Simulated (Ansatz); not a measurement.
FH2IO2Ti, SMILES `[OH][Ti]([OH])([F])[I]`. Total charge 0; spin multiplicity 1. I takes the def2 core potential.

```xyz
7

O    -1.219    0.245   -0.823
Ti    0.365    0.099   -0.063
O     0.396   -1.326    0.988
F     1.629   -0.020   -1.270
I     0.770    2.226    1.353
H    -1.652    0.630   -1.586
H    -0.290   -1.854    1.401
```

(1) What are the harmonic wavenumbers in cm⁻¹ at PBE0-D4/def2-TZVP (Ansatz, finite differences of forces, unscaled)? (Best estimate.)

(2) Is this a minimum?

(3) Give the ideal-gas thermochemistry at 298.15 K and 1 bar (rigid rotor, harmonic oscillator; point group C1, symmetry number 1).

(4) And at 400, 500, 600, 800 and 1000 K?

Answers

(1) Computed: 116, 124, 146, 181, 205, 210, 246, 323, 335, 432, 743, 809, 827, 3916, 3938.

(2) Yes, all 15 modes are real.

(3) Zero-point energy 75.1 kJ/mol; H(298) − E = 99.5 kJ/mol; entropy 387.0 J/(mol·K), of which translation 176.6, rotation 122.0, vibration 88.5; G(298) − E = -15.9 kJ/mol.

(4) 
```json
{"T (K)": "400", "H − E (kJ/mol)": "111.7", "S (J/mol/K)": "422.3", "G − E (kJ/mol)": "-57.2"}
{"T (K)": "500", "H − E (kJ/mol)": "124.4", "S (J/mol/K)": "450.7", "G − E (kJ/mol)": "-100.9"}
{"T (K)": "600", "H − E (kJ/mol)": "137.6", "S (J/mol/K)": "474.6", "G − E (kJ/mol)": "-147.2"}
{"T (K)": "800", "H − E (kJ/mol)": "164.5", "S (J/mol/K)": "513.4", "G − E (kJ/mol)": "-246.2"}
{"T (K)": "1000", "H − E (kJ/mol)": "192.2", "S (J/mol/K)": "544.2", "G − E (kJ/mol)": "-352.0"}
```
